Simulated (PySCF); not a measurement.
# How methods differ on the excitation energy of Ag

Ag [Kr] 4d10 5s1 (2S) → Ag [Kr] 4d10 5p1 (2P), as a difference of total energies. Calculation: PySCF 2.14, in aug-cc-pwCVDZ-PP with ECP28MDF (6s6p5d3f, 70 functions); scalar relativity through the core potential. Correlated levels: valence and next inner shell: nothing frozen outside the core potential. The calculations carry no spin-orbit coupling.

| method | excitation energy (cm⁻¹) |
| --- | --- |
| UHF | 24770 |
| MP2 (valence and next inner shell) | 31000 |
| SCS-MP2 (valence and next inner shell) | 30114 |
| CCSD (valence and next inner shell) | 29724 |
| CCSD(T) (valence and next inner shell) | 30074 |

Errors of the correlated levels include the incompleteness of this basis.

For comparison: 30166 cm⁻¹ (measured; NIST levels, between the centres of gravity of the two terms).
